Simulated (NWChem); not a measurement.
C₄H₃Br; SMILES C=C(Br)C#C

All runs: NWChem. Geometry: optimised at PBE0/def2-SVP. Level: M05-2X/def2-SVP with SMD (1 M gas to 1 M solution), gas-phase geometry.

Task: Estimate the computed values for solvent toluene. Quantities: solvation free energy (kcal/mol); cavity-dispersion-structure term (kcal/mol); dipole in solution (D).

Result: 
| Quantity | Result |
|---|---|
| solvation free energy (kcal/mol) | -4.3 |
| cavity-dispersion-structure term (kcal/mol) | -1.8 |
| dipole in solution (D) | 1.79 |
